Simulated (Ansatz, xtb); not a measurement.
Relative energy of two structures of GaH8NO2Si2

Structure X is a singlet given by its coordinates and structure Y is a singlet given by its coordinates. Both are isolated molecules in the gas phase, relaxed with PBE0-D4/def2-SVP.

X (Å):

```yaml
atoms:
  - { symbol: Ga, position_ang: [-2.1161, 0.5338, 0.3342] }
  - { symbol: N, position_ang: [-0.3924, -0.5931, -0.3236] }
  - { symbol: O, position_ang: [-1.7360, -0.4820, 1.8726] }
  - { symbol: O, position_ang: [-1.4237, 2.1899, 0.4873] }
  - { symbol: Si, position_ang: [-0.4381, -1.3200, 1.3578] }
  - { symbol: Si, position_ang: [-0.3789, 2.9046, 1.5392] }
  - { symbol: H, position_ang: [0.3917, 0.0275, -0.5305] }
  - { symbol: H, position_ang: [-0.5079, -1.2276, -1.1137] }
  - { symbol: H, position_ang: [0.8535, -1.0293, 2.0383] }
  - { symbol: H, position_ang: [-0.6265, -2.7896, 1.1949] }
  - { symbol: H, position_ang: [-3.3928, 0.2881, -0.5097] }
  - { symbol: H, position_ang: [0.0682, 4.2181, 0.9831] }
  - { symbol: H, position_ang: [0.8495, 2.0547, 1.7332] }
  - { symbol: H, position_ang: [-0.9818, 3.1395, 2.8880] }
```

Close contacts (Å): Ga1–N2 2.16, Ga1–O3 1.88, Ga1–O4 1.80, N2–Si5 1.83, O3–Si5 1.63, O4–Si6 1.65, Ga1–H11 1.55, N2–H7 1.02, N2–H8 1.02, Si5–H9 1.49, Si5–H10 1.49, Si6–H12 1.49, Si6–H13 1.51, Si6–H14 1.50.

Y (Å):

```
atom    x (Å)    y (Å)    z (Å)
  Ga  -0.6353   2.8974   0.4531
   N  -0.1648  -0.6704   1.1843
   O  -1.9645   1.2615   0.1430
   O   0.4097   1.8982   1.5942
  Si  -1.7683  -0.0747   1.2333
  Si   1.1584   0.4509   1.5190
   H  -2.0102   1.0299  -0.7932
   H  -2.1972   0.5284   2.5148
   H  -2.7056  -1.1315   0.7587
   H   0.0015  -1.6228   0.8758
   H   1.8270   0.1343   2.8158
   H   2.1704   0.3159   0.4216
   H  -0.0849   2.9919  -1.0187
   H  -1.5030   3.9439   1.2204
```

Close contacts (Å): Ga1–O3 2.13, Ga1–O4 1.84, N2–Si5 1.71, N2–Si6 1.77, O3–Si5 1.74, O4–Si6 1.63, Ga1–H13 1.57, Ga1–H14 1.56, N2–H10 1.01, O3–H7 0.97, Si5–H8 1.48, Si5–H9 1.49, Si6–H11 1.49, Si6–H12 1.50.

Which of the two would you expect CCSD(T)/def2-SVP + ΔMP2/def2-TZVPP electronic energies to favour?

CCSD(T)/def2-SVP + ΔMP2/def2-TZVPP gives E(Y) − E(X) = −0.82 kcal/mol, slightly favouring structure Y, which is too small a margin to settle the true order.

Level by level:

```
                             level          geometry  E(Y) − E(X) (kcal/mol)  departure from the last row (kcal/mol)  job, with rough time for the two
                  PBE0-D4/def2-SVP  PBE0-D4/def2-SVP                     −1.83                                   −1.01             optimisation, 3.9 min
                       HF/def2-SVP  PBE0-D4/def2-SVP                     −2.59                                   −1.77           part of the CCSD(T) run
                      MP2/def2-SVP  PBE0-D4/def2-SVP                     +0.73                                   +1.55           part of the CCSD(T) run
                  CCSD(T)/def2-SVP  PBE0-D4/def2-SVP                     +0.55                                   +1.37                      single point
CCSD(T)/def2-SVP + ΔMP2/def2-TZVPP  PBE0-D4/def2-SVP                     −0.82                                                     single point, 2.9 min
```

The largest departure from CCSD(T)/def2-SVP + ΔMP2/def2-TZVPP is that of HF/def2-SVP, 1.77 kcal/mol. A small imaginary or near-zero mode remains, so no thermal terms are given. Levels run at GFN2-xTB geometries aren't shown. The last row adds to CCSD(T) the change of the MP2 difference between the two basis sets, here −1.37 kcal/mol.

The correlated steps freeze 22 core orbitals; the filled d shell of Ga is correlated, in a basis made for valence electrons. Programs: Ansatz 0.2.0, xtb 6.7.1; the last row on 2 threads of Arm Neoverse V1 on a shared host.
